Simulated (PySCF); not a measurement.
Electrostatic solvation of a mixed set.

All values: CAM-B3LYP/def2-SVPD (PySCF, non-relativistic), each on one gas-phase PBE0-D3(BJ)/def2-SVP geometry that isn't relaxed in the solvent. The solvent is an IEF-PCM continuum (cavity from Bondi-type radii × 1.2). Only the electrostatic response of the medium enters. Spin–orbit coupling is left out although an atom past zinc is present.

Task: Order them by E(solvent) − E(gas) in chloroform (ε = 4.711), most negative first (kcal/mol).
A. `[F:1][CH2:2][O:3][c:4]1[cH:5][cH:6][n:7][nH:8]1` with F1–C2–O3–C4 180°, C2–O3–C4–C5 1°
B. `[SiH3:1][O:2][c:3]1[cH:4][cH:5][cH:6][cH:7][c:8]1[SH:9]` with Si1–O2–C3–C4 2°, C7–C8–S9–H 180°
C. `[CH3:1][S+:2]([CH3:3])[GaH2-:4][Cl:5]` with C1–S2–Ga4–Cl5 52°

Result: A (-6.5), C (-4.8), B (-2.7).

| SMILES | charge | ΔE (kcal/mol) | polarisation term (kcal/mol) | HOMO shift (eV) | dipole gas (D) | dipole solvent (D) | atoms | lowest singlet, gas (eV) | lowest singlet, solvent (eV) |
| --- | --- | --- | --- | --- | --- | --- | --- | --- | --- |
| FCOc1ccn[nH]1 | 0 | -6.5 | -7.3 | +0.04 | 1.77 | 2.31 | 13 | 6.53 | 6.59 |
| C[S+](C)[GaH2-][Cl] | 0 | -4.8 | -5.5 | -0.01 | 4.44 | 5.39 | 13 | 6.54 | 6.63 |
| [SiH3]Oc1ccccc1S | 0 | -2.7 | -3.0 | -0.06 | 2.11 | 2.64 | 17 | 4.90 | 4.91 |

The polarisation term is half the interaction of the solute with the induced surface charges. Singlets are vertical TDDFT energies (frozen core, non-equilibrium response), the lowest in each medium.
